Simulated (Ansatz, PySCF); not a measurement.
Reaction R1 + 0.5 R2 → P1, each structure at its B3LYP-D3(BJ)/def2-TZVP stationary point, reached from a drawn start (curvature not checked).
R1, MnO (SMILES [O]=[Mn]) (charge 0, multiplicity 6):
| atom | x (Å) | y (Å) | z (Å) |
|---|---|---|---|
| Mn | -0.0091 | -0.0183 | -0.8153 |
| O | 0.0091 | 0.0183 | 0.8153 |
P1, MnO2 (SMILES [O]=[Mn]=[O]) (charge 0, multiplicity 4):
```xyz
3

Mn     0.003     0.004    -0.440
O      1.449    -0.006     0.229
O     -1.452     0.002     0.210
```
R2, O2 (SMILES O=O) (charge 0, multiplicity 3):
```xyz
2

O      0.0000     0.0000     0.6022
O      0.0000     0.0000    -0.6022
```

```json
[
 {"level": "HF/def2-SVP", "reaction energy (kJ/mol)": "81.2", "cost": "-"},
 {"level": "PBE-D3(BJ)/def2-TZVPP", "reaction energy (kJ/mol)": "-225.8", "cost": "×1"},
 {"level": "PBE-D4/def2-TZVPP", "reaction energy (kJ/mol)": "-225.6", "cost": "×1"},
 {"level": "BLYP-D4/def2-TZVPP", "reaction energy (kJ/mol)": "-236.2", "cost": "×0.9"},
 {"level": "revPBE/def2-TZVPP", "reaction energy (kJ/mol)": "-208.1", "cost": "×0.9"},
 {"level": "revPBE-D4/def2-TZVPP", "reaction energy (kJ/mol)": "-211.5", "cost": "×0.9"},
 {"level": "r2SCAN-D4/def2-TZVPP", "reaction energy (kJ/mol)": "-175.5", "cost": "×2"},
 {"level": "PBE0-D3(BJ)/def2-TZVPP", "reaction energy (kJ/mol)": "-105.2", "cost": "×1"},
 {"level": "BHLYP-D3(BJ)/def2-TZVPP", "reaction energy (kJ/mol)": "-29.8", "cost": "×7"},
 {"level": "CAM-B3LYP/def2-TZVPP", "reaction energy (kJ/mol)": "-118.1", "cost": "×1"},
 {"level": "B2PLYP/def2-TZVPP", "reaction energy (kJ/mol)": "-76.0", "cost": "×10"},
 {"level": "B2PLYP-D3(BJ)/def2-TZVPP", "reaction energy (kJ/mol)": "-77.6", "cost": "×10"},
 {"level": "MP2/CBS(def2-TZVPP, def2-QZVPP)", "reaction energy (kJ/mol)": "20.2", "cost": "-"},
 {"level": "SCS-MP2/def2-SVP", "reaction energy (kJ/mol)": "57.2", "cost": "-"},
 {"level": "SCS-MP2/def2-TZVPP", "reaction energy (kJ/mol)": "14.3", "cost": "-"},
 {"level": "CCSD/def2-SVP", "reaction energy (kJ/mol)": "-35.0", "cost": "-"},
 {"level": "CCSD/def2-TZVPP", "reaction energy (kJ/mol)": "-57.9", "cost": "-"},
 {"level": "CCSD(T)/def2-TZVPP", "reaction energy (kJ/mol)": "-115.0", "cost": "×10"},
 {"level": "CCSD(T)/def2-QZVPP", "reaction energy (kJ/mol)": "-117.3", "cost": "×40"},
 {"level": "CCSD(T)/CBS(def2-TZVPP, def2-QZVPP)", "reaction energy (kJ/mol)": "-118.7", "cost": "×50"}
]
```

P less R. No zero-point or thermal terms; open shells are unrestricted; no spin–orbit coupling. The spin states of the d-block species are the ones drawn and need not be the lowest.

Correlated levels freeze the cores. CBS: X⁻³ extrapolation of the correlation energy, Hartree–Fock from the larger set.

Doubts at one or more of the structures used: a spin-contaminated determinant (HF/def2-SVP, PBE0-D3(BJ)/def2-TZVPP, BHLYP-D3(BJ)/def2-TZVPP, CAM-B3LYP/def2-TZVPP, B2PLYP/def2-TZVPP, B2PLYP-D3(BJ)/def2-TZVPP, MP2/CBS(def2-TZVPP, def2-QZVPP), SCS-MP2/def2-SVP, SCS-MP2/def2-TZVPP, CCSD/def2-SVP, CCSD/def2-TZVPP, CCSD(T)/def2-TZVPP, CCSD(T)/def2-QZVPP, CCSD(T)/CBS(def2-TZVPP, def2-QZVPP)); T1 above 0.05 (CCSD/def2-SVP, CCSD/def2-TZVPP, CCSD(T)/def2-TZVPP, CCSD(T)/def2-QZVPP, CCSD(T)/CBS(def2-TZVPP, def2-QZVPP)); a doubt about the state reached (CCSD/def2-SVP, CCSD/def2-TZVPP, CCSD(T)/def2-TZVPP, CCSD(T)/def2-QZVPP, CCSD(T)/CBS(def2-TZVPP, def2-QZVPP)).

Codes used: Ansatz (an electronic-structure program) with Gaussian orbitals; PySCF for the D3/D4 terms. All values are computed, each at the level named.

Costs are rough ratios of core time to PBE/def2-TZVPP (about 14 s over the structures, on one shared machine); a dash marks a level with no comparable run of its own.
